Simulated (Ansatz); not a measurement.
Species: C$_{2}$H$_{5}$Si, charge 0, doublet. C2H5Si (SMILES C([SiH2])=C, doublet).
B3LYP-D3(BJ)/def2-TZVP minimum from Ansatz (a program for electronic structure):
```
C
C 1 1.3401
H 2 1.0844 1 122.08
H 2 1.0847 3 116.08 1 179.58
H 1 1.0878 2 117.88 3 -1.10
Si 1 1.8402 5 117.47 2 176.28
H 6 1.4833 1 112.84 5 36.73
H 6 1.4841 7 112.04 1 -127.60
```
Charge 0, spin multiplicity 2.

Wanted: atomisation energy (electronic, to ground-state atoms), in kJ/mol. UHF or UKS for unpaired electrons; spin-orbit terms are left out. CBS(X,Y): correlation extrapolated as X^-3, Hartree-Fock from the larger set. A bracket is a step between two methods taken in the basis named. The functionals are non-relativistic, so their misses hold any scalar relativity. Double hybrids freeze cores in their MP2 part. 'core' is core correlation in cc-pwCVTZ (1s frozen past Ne), 'X2C' scalar relativity in cc-pVTZ-DK, both at CCSD(T). Where a partner has so few electrons that a lower coupled-cluster level is exact, that level stands in. The UHF reference of C2H5Si (C=C[SiH2], doublet) is spin-contaminated (<S^2> up to 0.16 over the pure value in the sets run).

CCSD(T)/CBS(cc-pV(T+d)Z,cc-pV(Q+d)Z) + [CCSDT(Q) - CCSD(T)]/cc-pV(D+d)Z + core + X2C (Ansatz) gives 2842.9 kJ/mol.

Problem. How far off this value is PBE/def2-TZVPD (Ansatz), in which direction, and how far these levels: B3LYP/def2-TZVPD, wB97M-V/def2-TZVPD, B2PLYP/def2-TZVPD, CCSD(T)/CBS(cc-pV(T+d)Z,cc-pV(Q+d)Z) + core + X2C?

Solution. PBE gives 2872.5 kJ/mol, 29.6 kJ/mol above it. Differences of the others: B3LYP/def2-TZVPD (Ansatz) -14.5; wB97M-V/def2-TZVPD (Ansatz) -6.2; B2PLYP/def2-TZVPD (Ansatz) -39.2; CCSD(T)/CBS(cc-pV(T+d)Z,cc-pV(Q+d)Z) + core + X2C (Ansatz) -3.3 kJ/mol.
